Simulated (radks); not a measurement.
Q: The mean radii <r> (bohr) of the occupied orbitals of an atom or ion are listed with their occupations. Calculated with a radial shooting solver on a logarithmic mesh with Libxc functionals: non-relativistic Kohn-Sham, PBE, spin-polarised, spherical densities, point nucleus.

| orbital | occ. | <r> |
|---|---|---|
| 1s | 2 | 0.02665 |
| 2s | 2 | 0.1142 |
| 2p | 6 | 0.09711 |
| 3s | 2 | 0.2998 |
| 3p | 6 | 0.2897 |
| 3d | 10 | 0.2605 |
| 4s | 2 | 0.6838 |
| 4p | 6 | 0.7055 |
| 4d | 10 | 0.7630 |
| 5s | 2 | 1.604 |
| 5p | 6 | 1.775 |

Name the element and its charge. Open shells, if any, are filled with parallel spins first.

A: Z = 57, lanthanum, charge +3: La3+ in [Xe]. The 1s radius gives Z: for a bare nucleus <r> = 1.5/Z, 0.02632 bohr for Z = 57, and screening makes it slightly larger (0.02665 here). The occupations add up to 54, and the charge is Z minus that.
